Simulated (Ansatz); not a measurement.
Geometry optimisation, RKS LDA/def2-SVP (Ansatz).

Input file:

```yaml
crystal:
  periodic: [false, false, false]
  atoms:
    - { symbol: O, position_ang: [-1.775, 0.0821, 0.6415] }
    - { symbol: C, position_ang: [-0.6398, -0.1584, 0.6439] }
    - { symbol: S, position_ang: [0.2992, 0.1795, 2.1013] }
    - { symbol: C, position_ang: [0.0754, -0.7752, -0.5578] }
    - { symbol: Se, position_ang: [-0.02, 0.447, -2.0732] }
    - { symbol: H, position_ang: [0.6836, 1.4767, 1.6541] }
    - { symbol: H, position_ang: [1.0812, -1.0571, -0.3295] }
    - { symbol: H, position_ang: [-0.8861, -0.24449, -3.128] }
    - { symbol: H, position_ang: [0.8987, 1.449, -1.2609] }
basis:
  gaussian: { orbitals: def2-SVP }
hamiltonian:
  xc: lda
relax:
  f_tol: 0.02
  max_steps: 50
```

Run as:

```bash
$ ansatz run input.yaml --threads 2 --pin off --max-ram 3072MiB --backend cpu --events-out ev --progress --plain --runs-dir out
```

Task: Where does it end, and by what steps?

Result: It converged. After 25 steps the energy has fallen by 5.882 eV; H8 moved furthest, 1.24 Å. Parted: Se5–H9 (1.58 → 2.55 Å). Joined: C4–H9 (2.47 → 1.11 Å).

```json
{"step": "0", "energy less start (eV)": "0.0000", "largest force component (eV/Å)": "4.918", "accepted": "yes"}
{"step": "1", "energy less start (eV)": "-0.9433", "largest force component (eV/Å)": "2.400", "accepted": "yes"}
{"step": "2", "energy less start (eV)": "-1.4522", "largest force component (eV/Å)": "1.292", "accepted": "yes"}
{"step": "3", "energy less start (eV)": "-2.0941", "largest force component (eV/Å)": "2.288", "accepted": "yes"}
{"step": "4", "energy less start (eV)": "-3.3288", "largest force component (eV/Å)": "3.005", "accepted": "yes"}
{"step": "5", "energy less start (eV)": "-4.4418", "largest force component (eV/Å)": "2.138", "accepted": "yes"}
{"step": "6", "energy less start (eV)": "-5.1111", "largest force component (eV/Å)": "0.796", "accepted": "yes"}
{"step": "7", "energy less start (eV)": "-5.3765", "largest force component (eV/Å)": "0.684", "accepted": "yes"}
{"step": "8", "energy less start (eV)": "-5.5589", "largest force component (eV/Å)": "0.519", "accepted": "yes"}
{"step": "9", "energy less start (eV)": "-5.6842", "largest force component (eV/Å)": "0.751", "accepted": "yes"}
{"step": "10", "energy less start (eV)": "-5.6687", "largest force component (eV/Å)": "3.535", "accepted": "no"}
{"step": "11", "energy less start (eV)": "-5.7580", "largest force component (eV/Å)": "0.582", "accepted": "yes"}
{"step": "12", "energy less start (eV)": "-5.7984", "largest force component (eV/Å)": "0.388", "accepted": "yes"}
{"step": "13", "energy less start (eV)": "-5.8079", "largest force component (eV/Å)": "0.652", "accepted": "yes"}
{"step": "14", "energy less start (eV)": "-5.8299", "largest force component (eV/Å)": "0.249", "accepted": "yes"}
{"step": "15", "energy less start (eV)": "-5.8416", "largest force component (eV/Å)": "0.329", "accepted": "yes"}
{"step": "16", "energy less start (eV)": "-5.8525", "largest force component (eV/Å)": "0.356", "accepted": "yes"}
{"step": "17", "energy less start (eV)": "-5.8624", "largest force component (eV/Å)": "0.299", "accepted": "yes"}
{"step": "18", "energy less start (eV)": "-5.8676", "largest force component (eV/Å)": "0.184", "accepted": "yes"}
{"step": "19", "energy less start (eV)": "-5.8725", "largest force component (eV/Å)": "0.122", "accepted": "yes"}
{"step": "20", "energy less start (eV)": "-5.8766", "largest force component (eV/Å)": "0.089", "accepted": "yes"}
{"step": "21", "energy less start (eV)": "-5.8745", "largest force component (eV/Å)": "0.261", "accepted": "no"}
{"step": "22", "energy less start (eV)": "-5.8800", "largest force component (eV/Å)": "0.031", "accepted": "yes"}
{"step": "23", "energy less start (eV)": "-5.8806", "largest force component (eV/Å)": "0.148", "accepted": "yes"}
{"step": "24", "energy less start (eV)": "-5.8809", "largest force component (eV/Å)": "0.138", "accepted": "yes"}
{"step": "25", "energy less start (eV)": "-5.8823", "largest force component (eV/Å)": "0.013", "accepted": "yes"}
```

```xyz
9
Properties=species:S:1:pos:R:3
O -1.761 -0.233 -0.027
C -0.626 0.054 0.270
S -0.208 0.275 1.985
C 0.503 0.240 -0.713
Se -0.086 0.019 -2.549
H 1.110 0.575 1.787
H 1.301 -0.496 -0.471
H -1.451 -0.288 -2.023
H 0.936 1.255 -0.568
```

The run took 31 s on 2 threads of AMD EPYC 7R13 Processor (Zen 3), on a shared host, peak memory 0.18 GiB.
